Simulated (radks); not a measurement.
Cr VII, 18 electrons, occupied as [Ar] (the NIST ground configuration).

Method: scalar-relativistic Kohn-Sham, exchange-only LDA, spin-polarised, spherical densities, point nucleus; computed with a radial shooting solver on a logarithmic mesh with Libxc functionals.

Energy parts (hartree):
total: -1037.17956
kinetic: 1048.67108
electron-nucleus: -2404.63602
Hartree: 360.23761
exchange: -41.45223

Orbitals (lengths in bohr, moments of r in powers of bohr; r(90%) holds 90 % of the orbital's charge):
orbital  occ.  eigenvalue (hartree)  <1/r>       <r^4>  r(90%)
1s          2             -219.6551  23.83  0.00007649   0.114
2s          2             -28.68017  5.040     0.01814   0.456
2p          6             -24.80325  4.946     0.01414   0.427
3s          2              -6.47499  1.673       1.045    1.25
3p          6              -5.38657  1.571       1.268    1.32

The highest occupied level is 3p at -146.58 eV. The density falls to 0.001 e/bohr^3 at r = 2.20 bohr. For comparison, the ionisation energy in NIST's Atomic Spectra Database is 160.3 eV (semi-empirical). In exact Kohn-Sham theory the highest level is minus the ionisation energy, but local and semilocal functionals leave it too shallow, through self-interaction and a potential that decays too fast; potentials with the right tail come closer. Summed over all electrons, <r^2> = 7.672 bohr^2, which gives a Langevin (diamagnetic) susceptibility term of -6.08 x 10^-6 cm^3/mol.
